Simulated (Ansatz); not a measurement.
Steps of a relaxation of `C[O][Mo]([OH])([F])([F])=[S]` with RKS PBE-D4/def2-SVP.

```sh
$ ansatz run in.yaml --threads 4 --pin off --events-out ev --progress --plain --max-ram 11315MiB
```

```yaml
crystal:
  periodic: [false, false, false]
  atoms:
    - {symbol: C, position_ang: [0.962600, -1.453400, -0.490200]}
    - {symbol: O, position_ang: [0.706500, -0.309900, -1.337100]}
    - {symbol: Mo, position_ang: [-0.400300, 0.900300, 0.392600]}
    - {symbol: O, position_ang: [-2.088200, -0.375500, 0.881300]}
    - {symbol: F, position_ang: [-0.547300, 2.602700, -0.849800]}
    - {symbol: F, position_ang: [-1.006500, 2.867000, 1.285900]}
    - {symbol: S, position_ang: [1.361100, 2.104100, 0.071500]}
    - {symbol: H, position_ang: [0.970900, -2.341600, -1.060800]}
    - {symbol: H, position_ang: [1.870300, -1.228300, 0.080400]}
    - {symbol: H, position_ang: [0.113700, -1.511800, 0.287500]}
    - {symbol: H, position_ang: [-1.877300, -1.310500, 0.759400]}
basis:
  gaussian: {orbitals: def2-SVP}
hamiltonian: {xc: pbe, dispersion: d4}
relax: {f_tol: 0.03, max_steps: 200}
```

Positions (Å) and forces (eV/Å) along the path, 12 of 36 steps:

```xyz
11
step=1 energy=-23292.3068 eV
C     0.963   -1.453   -0.490   -1.146    3.427    0.092
O     0.707   -0.310   -1.337   -1.690   -0.111    2.286
Mo   -0.400    0.900    0.393    0.021    4.025   -1.248
O    -2.088   -0.376    0.881    2.492    1.939   -0.497
F    -0.547    2.603   -0.850   -0.654   -1.047   -2.199
F    -1.006    2.867    1.286   -0.275   -3.490    0.787
S     1.361    2.104    0.071    0.420   -1.347    1.376
H     0.971   -2.342   -1.061    0.091   -1.872   -0.857
H     1.870   -1.228    0.080    0.612   -0.486    0.299
H     0.114   -1.512    0.287    0.368   -0.288   -0.096
H    -1.877   -1.310    0.759   -0.239   -0.749    0.056
11
step=2 energy=-23294.8735 eV
C     0.942   -1.421   -0.479   -1.470    1.679    0.225
O     0.593   -0.265   -1.246   -1.360    0.265    1.927
Mo   -0.398    1.014    0.334   -0.857    3.533   -1.745
O    -1.948   -0.309    0.848    2.487    0.500   -0.680
F    -0.545    2.571   -0.980   -1.637   -1.502   -1.170
F    -1.047    2.685    1.341   -0.095   -3.050   -0.130
S     1.397    2.080    0.119    2.228   -0.989    1.780
H     0.960   -2.340   -1.073    0.115   -0.478   -0.360
H     1.878   -1.239    0.083    0.356   -0.205   -0.030
H     0.123   -1.536    0.311    0.490   -0.409   -0.029
H    -1.889   -1.296    0.763   -0.258    0.655    0.213
11
step=4 energy=-23299.3020 eV
C     0.870   -1.367   -0.449   -0.316   -0.539    0.104
O     0.365   -0.182   -1.048   -0.488   -0.643    0.933
Mo   -0.396    1.214    0.085    1.112   -0.535    0.254
O    -1.658   -0.153    0.753    0.495   -1.447   -0.023
F    -0.759    2.417   -1.182   -0.983    0.644   -1.705
F    -1.105    2.409    1.364   -0.333   -0.699    0.138
S     1.614    1.938    0.410   -0.144   -0.609    0.924
H     0.947   -2.287   -1.115   -0.143    1.006    0.021
H     1.875   -1.231    0.051   -0.304    0.301   -0.361
H     0.144   -1.628    0.370    0.360   -0.272   -0.122
H    -1.831   -1.187    0.781    0.743    2.792   -0.164
11
step=5 energy=-23300.0857 eV
C     0.845   -1.388   -0.437   -0.022   -0.387   -0.120
O     0.268   -0.217   -0.985    0.431   -0.821    0.154
Mo   -0.357    1.232    0.040   -0.325    1.317   -0.241
O    -1.550   -0.061    0.771   -0.268   -1.248    0.614
F    -0.860    2.393   -1.310    0.044   -0.390   -0.065
F    -1.149    2.351    1.351   -0.074   -0.394   -0.265
S     1.623    1.858    0.587   -0.108   -0.477    0.361
H     0.945   -2.248   -1.159   -0.206    0.664    0.037
H     1.864   -1.200    0.010   -0.345    0.241   -0.215
H     0.171   -1.718    0.395    0.257   -0.181   -0.084
H    -1.734   -1.059    0.758    0.615    1.677   -0.178
11
step=6 energy=-23300.4183 eV
C     0.841   -1.406   -0.448   -0.147    0.055   -0.198
O     0.225   -0.235   -0.937    0.201   -0.351   -0.019
Mo   -0.382    1.285    0.013    0.364   -0.347    0.343
O    -1.498    0.014    0.856   -0.371   -0.474    0.702
F    -0.857    2.350   -1.411    0.078    0.052   -0.273
F    -1.237    2.355    1.296   -0.069    0.270   -0.259
S     1.594    1.728    0.731   -0.312   -0.145    0.086
H     0.944   -2.197   -1.236   -0.153    0.373    0.103
H     1.861   -1.180   -0.033   -0.217    0.132   -0.074
H     0.211   -1.809    0.387    0.210   -0.091   -0.120
H    -1.636   -0.961    0.803    0.415    0.527   -0.290
11
step=9 energy=-23300.8524 eV
C     0.788   -1.421   -0.562    0.046   -0.086   -0.027
O     0.098   -0.247   -0.858    0.050    0.072   -0.078
Mo   -0.411    1.279    0.106   -0.024    0.052    0.178
O    -1.360    0.073    1.226   -0.066   -0.048   -0.021
F    -0.532    2.197   -1.519    0.018   -0.025    0.162
F    -1.560    2.544    0.883    0.074    0.017   -0.137
S     1.429    1.640    1.102   -0.071    0.041   -0.125
H     0.858   -2.065   -1.465   -0.018    0.005    0.052
H     1.811   -1.183   -0.182   -0.022    0.019   -0.012
H     0.257   -1.988    0.242    0.016   -0.065   -0.032
H    -1.313   -0.887    1.047   -0.002    0.016    0.039
11
step=13 energy=-23300.8666 eV rejected
C     0.801   -1.446   -0.598    0.022   -0.073   -0.056
O     0.099   -0.262   -0.817   -0.019   -0.010    0.047
Mo   -0.423    1.271    0.120   -0.027    0.064    0.075
O    -1.429    0.123    1.256    0.062   -0.280   -0.030
F    -0.487    2.189   -1.506    0.005   -0.026    0.000
F    -1.586    2.577    0.790   -0.005    0.026   -0.007
S     1.399    1.673    1.126   -0.025   -0.026   -0.023
H     0.903   -2.007   -1.551    0.021   -0.003    0.017
H     1.809   -1.223   -0.176    0.001    0.007   -0.003
H     0.260   -2.103    0.127   -0.009    0.036   -0.010
H    -1.281   -0.849    1.248   -0.025    0.286   -0.012
11
step=14 energy=-23300.8680 eV
C     0.799   -1.444   -0.597   -0.004   -0.038    0.005
O     0.100   -0.258   -0.820   -0.011    0.036    0.013
Mo   -0.425    1.274    0.122    0.010   -0.020    0.028
O    -1.421    0.114    1.249   -0.021    0.064    0.004
F    -0.489    2.186   -1.506    0.000    0.004   -0.006
F    -1.589    2.579    0.795    0.010    0.004   -0.010
S     1.399    1.667    1.129   -0.018   -0.003   -0.019
H     0.898   -2.015   -1.543    0.005    0.008   -0.003
H     1.807   -1.222   -0.175    0.010    0.006   -0.001
H     0.253   -2.089    0.135    0.003   -0.001   -0.005
H    -1.267   -0.849    1.233    0.014   -0.060   -0.005
11
step=19 energy=-23300.8757 eV
C     0.862   -1.465   -0.633   -0.139    0.128   -0.034
O    -0.005   -0.364   -0.693    0.099   -0.165    0.033
Mo   -0.459    1.236    0.151   -0.002    0.051   -0.017
O    -1.564    0.243    1.335   -0.026   -0.080    0.009
F    -0.503    2.067   -1.524   -0.001    0.005   -0.004
F    -1.494    2.680    0.752    0.021   -0.012   -0.003
S     1.401    1.566    1.111    0.016    0.004    0.000
H     1.014   -1.878   -1.653    0.016    0.002    0.030
H     1.838   -1.148   -0.196    0.004   -0.003   -0.001
H     0.423   -2.267    0.006    0.022    0.018   -0.022
H    -1.446   -0.727    1.365   -0.010    0.054    0.008
11
step=30 energy=-23300.9072 eV
C     0.930   -1.422   -0.730   -0.193   -0.068   -0.147
O    -0.169   -0.670   -0.267    0.190   -0.146   -0.074
Mo   -0.514    1.099    0.246   -0.057    0.085   -0.075
O    -1.823    0.473    1.454    0.071   -0.266    0.083
F    -0.264    1.560   -1.566    0.000   -0.035    0.112
F    -1.405    2.751    0.361    0.086   -0.126   -0.026
S     1.327    1.428    1.242   -0.006    0.049    0.003
H     1.097   -1.223   -1.822   -0.055   -0.027    0.293
H     1.845   -1.123   -0.164   -0.021   -0.020   -0.021
H     0.731   -2.516   -0.591    0.030    0.302   -0.042
H    -1.690   -0.414    1.858   -0.045    0.252   -0.105
11
step=35 energy=-23300.9473 eV
C     0.906   -1.393   -0.787    0.024   -0.013    0.043
O    -0.097   -0.752   -0.042   -0.015    0.006    0.009
Mo   -0.493    1.051    0.301    0.058   -0.051    0.028
O    -1.833    0.482    1.491   -0.003    0.011    0.001
F     0.005    1.288   -1.504   -0.003    0.017   -0.070
F    -1.493    2.612    0.045    0.027   -0.001   -0.002
S     1.236    1.608    1.393   -0.048    0.019    0.014
H     1.010   -0.893   -1.775    0.009    0.019   -0.040
H     1.882   -1.323   -0.250   -0.048    0.008   -0.012
H     0.637   -2.459   -0.938    0.000    0.002   -0.002
H    -1.696   -0.279    2.087   -0.002   -0.017    0.031
11
step=36 energy=-23300.9484 eV
C     0.907   -1.391   -0.791    0.016   -0.017   -0.008
O    -0.099   -0.759   -0.041   -0.001    0.015    0.013
Mo   -0.492    1.045    0.302   -0.012   -0.015    0.000
O    -1.833    0.483    1.495    0.010   -0.026    0.000
F     0.006    1.276   -1.508    0.004    0.011   -0.012
F    -1.485    2.608    0.032    0.008   -0.009    0.009
S     1.225    1.611    1.404   -0.002    0.005    0.001
H     1.014   -0.880   -1.774   -0.001   -0.005    0.008
H     1.879   -1.326   -0.249   -0.016    0.001   -0.009
H     0.638   -2.456   -0.954    0.002    0.012    0.000
H    -1.695   -0.269    2.104   -0.008    0.029   -0.003
```

Hardware: 4 threads of an Arm Neoverse V1 on a shared host. Wall time 99 s, peak host memory 0.24 GiB.
